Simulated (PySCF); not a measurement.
Method: PySCF with PBE-D3(BJ)/def2-TZVP // PBE0-D3(BJ)/def2-SVP. Gas-phase values, no solvent. One relaxed conformer stands for a flexible species; it need not be the lowest. Excitations are Tamm–Dancoff values on a coarser integration grid. The basis has no diffuse functions, so Rydberg states are missing or too high.

Reference species (SMILES): `c1(cc(O)sc1)B` (neutral, multiplicity 1).

The brightest of the four lowest singlets (TDA) is 4.88 eV. The T1 excitation (TDA) comes out as 2.45 eV.

Changed species: `Bc1c(O)scc1`.

Question: Predict the effect on the brightest of the four lowest singlets (TDA) and T1 excitation (TDA).

Answer: the brightest of the four lowest singlets (TDA) goes up by 0.10 eV, to 4.98 eV; the T1 excitation (TDA) increases by 0.33 eV, to 2.78 eV.
